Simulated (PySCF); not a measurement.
**How methods differ on the ionisation energy of Sc**

Sc [Ar] 3d1 4s2 (2D) → Sc⁺ [Ar] 3d1 4s1 (3D), as a difference of total energies. Calculation: PySCF 2.14, in aug-cc-pV5Z; no relativity, point nucleus. Correlated levels: valence: [Ar] frozen. The calculations carry no spin-orbit coupling.

Task: Order these methods by the ionisation energy they give, lowest first.
A. LDA
B. MP2 (valence)
C. SCS-MP2 (valence)
D. PBE0

Result: B (6.100 eV), C (6.254 eV), D (6.343 eV), A (6.653 eV).

These non-relativistic numbers lack the scalar-relativistic shift.

MP2 underrates the near-degeneracy of ns² with np² in the lower species.

For comparison: 6.562 eV (measured; NIST levels, between the centres of gravity of the two terms).
